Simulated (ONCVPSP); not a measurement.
K: one change to an ONCV potential, before and after

* Element: potassium
* Generator: ONCVPSP 4.0.1
* Type: optimised norm-conserving Vanderbilt (ONCV)
* Functional: PBEsol
* Relativity: scalar-relativistic
* Frozen core: [Ne]
* Valence charge: 9
* Reference configuration: 3s2 3p6 (charge +1)
* Partial waves: 3s: rc 1.30 bohr, ncon 5, nbas 9, qcut 4.5 1/bohr, 1 projector; 3p: rc 2.20 bohr, ncon 4, nbas 7, qcut 7.6 1/bohr, 3 projectors, debl 2.9 Ha; d scattering state at 0.37 Ha: rc 2.30 bohr, ncon 5, nbas 9, qcut 4.9 1/bohr, 2 projectors, debl 3.2 Ha
* Local potential: polynomial inside 1.30 bohr (lpopt 5, dvloc0 6 Ha)
* Core correction: none

In the d channel the program set the typed energies aside and used 0.050, 3.250 Ha.

Change: local potential polynomial inside 1.30 bohr (lpopt 5, dvloc0 0.5 Ha).

Cutoffs: the cutoffs (Ha) at which the residual kinetic energy of the hardest occupied pseudo-wave falls to 1 and 0.1 mHa per electron; they do not see the model core or the augmentation charge, which bear on the density cutoff. Errors are all-electron minus pseudo energies relative to the spin-unpolarised reference configuration.

Problem. How do hardness, ghosts and transferability respond?

Solution. The potential gets neither clearly harder nor softer (115 Ha and 136 Ha → 115 Ha and 136 Ha); of the 4 tests that both files solve, the error grows in 0 and shrinks in 3 by more than 15 % and 0.3 meV (median size 16.9 → 7.4 meV); neither file shows a bound ghost.

```csv
quantity,base,changed
"cutoff, loose",115 Ha,115 Ha
"cutoff, tight",136 Ha,136 Ha
bound ghosts,none,none
GHOST(+) flags under 300 eV,none,none
"error for 3s2 3p6 4s1, meV [ΔE -4.22 eV]",+45,+20
"error for 3s2 3p6 4s0.5, meV [ΔE -2.60 eV]",+32,+14
"error for 3s2 3p6 4p1, meV [ΔE -2.70 eV]",+0.1,+0.1
"error for 3s2 3p6 3d1, meV [ΔE -1.81 eV]",-2.0,-0.9
s: phases at 1.32 bohr within 0.05 rad from the reference energy up to (Ha; the scan ends near 5),1.0,1.8
p: phases at 2.23 bohr within 0.05 rad from the reference energy up to (Ha; the scan ends near 5),to the end of the scan,to the end of the scan
d: phases at 2.34 bohr within 0.05 rad from the reference energy up to (Ha; the scan ends near 5),1.1,1.3
```
